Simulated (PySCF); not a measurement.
PbI₄: tetrahedral to square-planar path

Level of theory: PBE0/[Pb def2-SVP with ECP60, I def2-SVP with ECP28], scalar-relativistic core potentials, density fitting, no spin–orbit coupling, PySCF.

Rigid scan from the singlet minimum (Pb–I 2.773 Å (×4); I–Pb–I 109.5° (×6)). Coordinate: D2d path, angle between each bond and the S4 axis (54.74 tetrahedral, 90 square planar), bonds fixed. Energies in kJ/mol from the minimum.

```csv
angle of the bonds to the S4 axis (°),E (kJ/mol)
45.0,33.6
50.0,5.7
54.7,0.0
60.0,5.9
66.0,28.2
72.0,62.5
78.0,99.0
84.0,128.5
90.0,140.1
```

With the bonds held, the square planar shape lies 140.1 kJ/mol from the minimum.

With an element this heavy the missing spin–orbit coupling can shift these numbers.

Other isomers or separated fragments may lie lower.
